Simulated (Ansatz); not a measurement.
Reaction (cleavage of the Ge–Si bond): `F[Si](F)(Cl)[GeH3]` + `O[SiH](O)O` → `O[SiH](O)[O][GeH3]` + `F[SiH](F)Cl`

Computed with Ansatz on PBE0-D4/def2-TZVP structures; ΔE is electronic, products minus reactants. CCSD(T)/CBS is the MP2 limit (def2-TZVPP, def2-QZVPP) plus CCSD(T) − MP2 in def2-TZVPP, frozen cores. For Ge outer-core shells are correlated without core-valence functions, which leaves a few kJ/mol of doubt a bond. Scalar relativity is left out up to krypton. One conformer a species, not always the lowest.

```tsv
species	HF/def2-QZVPP energy (Eh)
`F[Si](F)(Cl)[GeH3]`	-3024.81125
`O[SiH](O)O`	-516.16029
`O[SiH](O)[O][GeH3]`	-2592.75316
`F[SiH](F)Cl`	-948.24012
```

(1) Work out ΔE.

Largest T1 diagnostic among the species: 0.012.

Answers

(1) ΔE = (-2592.75316) + (-948.24012) − (-3024.81125) − (-516.16029) = -0.02174 Eh = -13.6 kcal/mol. CCSD(T)/CBS gives -6.6 kcal/mol.

In def2-TZVPP, CCSD(T) changes the Hartree–Fock value by +5.2 kcal/mol (the triples alone add +0.5 kcal/mol) and MP2 by +4.4 kcal/mol. From PBE to PBE0 (25 % exact exchange), in def2-TZVPP and without D4, ΔE moves by −1.6 kcal/mol.
